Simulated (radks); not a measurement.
Excited configurations of Li III: one electron is placed in a higher orbital outside the bare nucleus. The ground configuration is 1s1. Method: scalar-relativistic Kohn-Sham, LDA (Slater exchange, Perdew-Wang correlation), spin-unpolarised, spherical densities, finite nucleus; Fermi nuclear charge, rms radius 2.444 fm; without spin polarisation the odd electron is poorly described; computed with a radial shooting solver on a logarithmic mesh with Libxc functionals. Excitation = E - E(ground); binding = E(ion) - E, where the ion is the core of charge +3; n* = 3/sqrt(2 binding) in atomic units, and the quantum defect is n - n*.

outer orbital  excitation (eV)  binding (eV)     n*  <r> (bohr)
2p                      86.889        29.342  2.043       1.723
3p                      102.72        13.514  3.010       4.193
3d                      102.97        13.265  3.038       3.581
4p                      108.48         7.750  3.975       7.640
5s                      111.20         5.028  4.935       12.39
5d                      111.22         5.016  4.941       11.42
5f                      111.24         4.988  4.955       10.48
6p                      112.70         3.528  5.891       17.44
7p                      113.62         2.614  6.844       23.79
7d                      113.62         2.614  6.844       23.13
7f                      113.62         2.612  6.848       22.17

The Delta-SCF ionisation energy is 116.23 eV (NIST Atomic Spectra Database: 122.45 eV, theoretical). Self-interaction in the functional shifts the binding energies and quantum defects, so they are the method's values and not measured ones. Spin polarisation and multiplet splitting are left out, so open shells lie too high by an amount that depends on their filling.
